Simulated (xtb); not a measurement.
Cl3Sn (SMILES [Cl][Sn-]([Cl])[Cl]), charge -1, singlet, from a rough starting geometry (GFN-xTB shapes and energies of metal compounds can be far from the true ones); GFN2-xTB in xtb.

Input for xtb:
```
$ xtb mol.xyz --gfn 2 --chrg -1 --opt vtight --json

# file mol.xyz
4

Sn     0.06702735     0.01493200     0.87485765
Cl    -1.94553661    -1.04137930    -0.30501572
Cl     0.01233044     2.22406484    -0.32479296
Cl     1.88047163    -1.16576980    -0.27727502
```

Output, abridged:

```
   ID    Z sym.   atoms
    1   50 Sn     1
    2   17 Cl     2-4

           -------------------------------------------------
          |                Calculation Setup                |
           -------------------------------------------------

           -------------------------------------------------
          |                 G F N 2 - x T B                 |
           -------------------------------------------------

          ...................................................
          :                      SETUP                      :
          :.................................................:
          :  # basis functions                  40          :
          :  # atomic orbitals                  36          :
          :  # shells                           12          :
          :  # electrons                        26          :
          :  max. iterations                   250          :
          :  Hamiltonian                  GFN2-xTB          :
          :  restarted?                      false          :
          :  GBSA solvation                  false          :
          :  PC potential                    false          :
          :  electronic temp.          300.0000000     K    :
          :  accuracy                    1.0000000          :
          :  -> integral cutoff          0.2500000E+02      :
          :  -> integral neglect         0.1000000E-07      :
          :  -> SCF convergence          0.1000000E-05 Eh   :
          :  -> wf. convergence          0.1000000E-03 e    :
          :  Broyden damping             0.4000000          :
          :  net charge                         -1          :
          :  unpaired electrons                  0          :
          ...................................................

 iter      E             dE          RMSdq      gap      omega  full diag
   1    -16.1975485 -0.161975E+02  0.637E+00    6.06       0.0  T
   2    -16.1842953  0.132532E-01  0.682E+00    5.11       1.0  T
   3    -16.2220971 -0.378018E-01  0.435E+00    5.65       1.0  T
   4    -16.2181513  0.394579E-02  0.182E+00    5.60       1.0  T
   5    -16.2241303 -0.597900E-02  0.627E-01    5.96       1.0  T
   6    -16.2248849 -0.754537E-03  0.250E-01    5.87       1.0  T
   7    -16.2249040 -0.191055E-04  0.155E-01    5.87       1.0  T
   8    -16.2249396 -0.356606E-04  0.916E-02    5.89       1.0  T
   9    -16.2249403 -0.705021E-06  0.214E-02    5.89       2.3  T
[...]
         :: total energy             -16.224017626271 Eh    ::
 * total energy  :   -16.2240176 Eh     change       -0.5532996E-10 Eh
 * total energy  :   -16.2220890 Eh     change        0.1928629E-02 Eh
 * total energy  :   -16.2248173 Eh     change       -0.2728315E-02 Eh
 * total energy  :   -16.2246324 Eh     change        0.1849593E-03 Eh
 * total energy  :   -16.2250267 Eh     change       -0.3943047E-03 Eh
 * total energy  :   -16.2249735 Eh     change        0.5314822E-04 Eh
 * total energy  :   -16.2250281 Eh     change       -0.5457513E-04 Eh
 * total energy  :   -16.2250331 Eh     change       -0.5015689E-05 Eh
 * total energy  :   -16.2250345 Eh     change       -0.1369001E-05 Eh
 * total energy  :   -16.2250345 Eh     change       -0.1101625E-09 Eh
   *** GEOMETRY OPTIMIZATION CONVERGED AFTER 10 ITERATIONS ***
         :: total energy             -16.225034468994 Eh    ::
[...]
        23                          0.2104775               5.7274
        24                          0.2104814               5.7275
       ...                                ...                  ...
        36                          0.5872717              15.9805
      -------------------------------------------------------------
                  HL-Gap            0.2268422 Eh            6.1727 eV
             Fermi-level           -0.1335469 Eh           -3.6340 eV

     #   Z          covCN         q      C6AA      α(0)
     1  50 Sn       2.355     0.475   395.355    40.676
     2  17 Cl       0.785    -0.492   115.292    16.425
     3  17 Cl       0.785    -0.492   115.290    16.425
     4  17 Cl       0.785    -0.492   115.292    16.425

 Mol. C6AA /au·bohr⁶  :       2675.857794
 Mol. C8AA /au·bohr⁸  :     182856.457709
 Mol. α(0) /au        :         89.952052

Wiberg/Mayer (AO) data.
largest (>0.10) Wiberg bond orders for each atom

 ---------------------------------------------------------------------------
     #   Z sym  total        # sym  WBO       # sym  WBO       # sym  WBO
 ---------------------------------------------------------------------------
     1  50 Sn   2.634 --     3 Cl   0.878     4 Cl   0.878     2 Cl   0.878
     2  17 Cl   0.913 --     1 Sn   0.878
     3  17 Cl   0.913 --     1 Sn   0.878
     4  17 Cl   0.913 --     1 Sn   0.878
 ---------------------------------------------------------------------------

Topologies differ in total number of bonds
Writing topology from bond orders to xtbtopo.mol

molecular dipole:
                 x           y           z       tot (Debye)
 q only:       -0.007       0.001       1.583
   full:       -0.007       0.004       1.949       4.955
molecular quadrupole (traceless):
                xx          xy          yy          xz          yz          zz
 q only:       -6.842       0.001      -6.838       0.007       0.235      13.680
  q+dip:       -9.406       0.001      -9.402       0.008       0.318      18.809
   full:       -9.925       0.001      -9.922       0.007       0.333      19.847

optimized geometry written to: xtbopt.xyz

           -------------------------------------------------
          | TOTAL ENERGY              -16.225034468994 Eh   |
          | GRADIENT NORM               0.000025452803 Eh/α |
          | HOMO-LUMO GAP               6.172689445828 eV   |
           -------------------------------------------------

normal termination of xtb
```
